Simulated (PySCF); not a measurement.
C₄H₅FNP.
Numbering: `[CH3:1][c:2]1[nH:3][c:4]([F:5])[cH:6][p:7]1` (hydrogens: H8, H9, H10 on C1; H11 on N3; H12 on C6)

Method: TDDFT CAM-B3LYP/def2-SVPD, vertical, gas phase, core orbitals frozen in the response in PySCF 2.14.0, density-fitted response routines. Geometry: GFN2-xTB; no solvent, vibrations or thermal averaging.

Frontier orbitals with the atoms that hold most of them (Löwdin shares over 4%, at most four atoms; ? is withheld):

| orbital | ε (eV) | atoms |
| --- | --- | --- |
| LUMO+2 | 1.60 | C4 18%, P7 16%, C1 13%, F5 12% |
| LUMO+1 | 1.06 | H11 22%, C1 20%, C4 12%, N3 8% |
| LUMO | 0.73 | ? |
| HOMO | -7.39 | C2 30%, P7 27%, C4 14%, C6 8% |
| HOMO-1 | -8.69 | ? |
| HOMO-2 | -9.30 | P7 68%, C6 12%, C2 10% |
| HOMO-3 | -11.34 | P7 23%, C6 22%, C2 21%, C1 14% |

Give the leading atoms of the LUMO.

P7 (bonded to 2 C) 36%; C2 (bonded to C, N and P) 26%; N3 (bonded to 2 C and H) 13%; C6 (bonded to C, P and H) 8%. By element: phosphorus 36%, carbon 34% or more, nitrogen 13%.

Which atoms hold the HOMO-1, and with what shares?

C6 (bonded to C, P and H) 37%; N3 (bonded to 2 C and H) 19%; P7 (bonded to 2 C) 16%; C4 (bonded to C, F and N) 15%. By element: carbon 52% or more, nitrogen 19%, phosphorus 16%.

The HOMO–LUMO gap is 8.12 eV. Where does the response calculation put the lowest singlet, and from which orbitals?

S1 is at 5.31 eV (f = 0.142), 2.81 eV below the gap, made of HOMO→LUMO (94%). 

One configuration dominates each of S1, S2 and S5. Which, and how do the shares of the two leading atoms of either orbital change from the occupied to the empty one?

- S1 (5.31 eV, f 0.142), HOMO→LUMO (94%): C2 30% → 26%, P7 27% → 36%
- S2 (5.67 eV, f 0.0002), HOMO→LUMO+1 (94%): C2 30% → at most 8%, P7 27% → at most 8%, H11 at most 8% → 22%, C1 at most 8% → 20%
- S5 (6.33 eV, f 0.0070), HOMO-2→LUMO (74%): P7 68% → 36%, C6 12% → 8%, C2 10% → 26%

Löwdin shares depend on the basis, the more so with diffuse functions.

Hardware: one thread of an Arm Neoverse V1, no GPU, on a shared host. Cost: 50 s of wall time.
